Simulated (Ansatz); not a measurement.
Problem. Name a neutral molecule of C, F, O, Ti and H with HOMO energy (PBE0/def2-TZVPP) between -9.35 and -9.05 eV and vertical ionisation energy (CCSD(T)/def2-TZVPP) between 11.55 and 11.85 eV (Ansatz, PBE0-D4/def2-TZVP geometry).

Solution. `CC[O][Ti]([F])([F])[F]` (-9.29 eV, 11.65 eV). Other molecules can fit too; these were computed, each in one conformer that needn't be the lowest.
